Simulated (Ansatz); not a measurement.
Reaction (redistribution): `COB(O)Br` + `FC[SiH](S)Cl` → `COB(S)Br` + `O[SiH](Cl)CF`

Computed with Ansatz on PBE0-D4/def2-TZVP structures; ΔE is electronic, products minus reactants. CCSD(T)/CBS is the MP2 limit (def2-TZVPP, def2-QZVPP) plus CCSD(T) − MP2 in def2-TZVPP, frozen cores. Functionals use def2-TZVPP. B3LYP here is the variant with VWN-RPA as its local correlation; programs differ in this. For Br outer-core shells are correlated without core-valence functions, which leaves a few kJ/mol of doubt a bond. Scalar relativity is left out up to krypton. Each species was taken in one conformer, which may not be the lowest.

```json
{"level": "r2SCAN-D4", "ΔE (kJ/mol)": "18.3", "difference from CCSD(T)/CBS": "3.0"}
{"level": "B3LYP-D4", "ΔE (kJ/mol)": "18.0", "difference from CCSD(T)/CBS": "2.7"}
{"level": "ωB97X-V", "ΔE (kJ/mol)": "17.4", "difference from CCSD(T)/CBS": "2.1"}
{"level": "B2PLYP", "ΔE (kJ/mol)": "15.5", "difference from CCSD(T)/CBS": "0.2"}
{"level": "PBE0", "ΔE (kJ/mol)": "22.3", "difference from CCSD(T)/CBS": "7.0"}
{"level": "CCSD/def2-TZVPP", "ΔE (kJ/mol)": "15.7", "difference from CCSD(T)/CBS": "0.4"}
{"level": "CCSD(T)/def2-TZVPP", "ΔE (kJ/mol)": "14.7", "difference from CCSD(T)/CBS": "-0.6"}
{"level": "HF/CBS(def2)", "ΔE (kJ/mol)": "19.6", "difference from CCSD(T)/CBS": "4.3"}
{"level": "MP2/CBS(def2)", "ΔE (kJ/mol)": "13.2", "difference from CCSD(T)/CBS": "-2.1"}
{"level": "CCSD/CBS(def2)", "ΔE (kJ/mol)": "16.2", "difference from CCSD(T)/CBS": "0.9"}
{"level": "CCSD(T)/CBS", "ΔE (kJ/mol)": "15.3", "difference from CCSD(T)/CBS": "0"}
```

Largest T1 diagnostic among the species: 0.011.

In def2-TZVPP, CCSD(T) changes the Hartree–Fock value by −5.2 kJ/mol (the triples alone add −1.0 kJ/mol) and MP2 by −7.3 kJ/mol.
